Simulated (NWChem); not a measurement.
Species: 1,1,1-trifluoroethane (C2H3F3); SMILES CC(F)(F)F

```xyz
8

C      0.0000     0.0000    -1.4773
C      0.0000     0.0000     0.0294
F     -0.8879    -0.8900     0.5259
F     -0.3268     1.2139     0.5259
F      1.2147    -0.3240     0.5259
H      0.2684    -0.9937    -1.8433
H      0.7264     0.7292    -1.8433
H     -0.9947     0.2644    -1.8433
```
Atoms are numbered in this order, from 1.

Results from NWChem. The geometry was optimised at B3LYP/6-31G* (spherical d). Level: M06-2X/def2-SVP with SMD (1 M gas to 1 M solution), gas-phase geometry.

Order these by “solvation free energy (kcal/mol)”, lowest first: ethylene glycol; dimethyl sulfoxide; water; ethanol.

ethanol (-3.0), dimethyl sulfoxide (-2.0), ethylene glycol (-1.4), water (0.0)
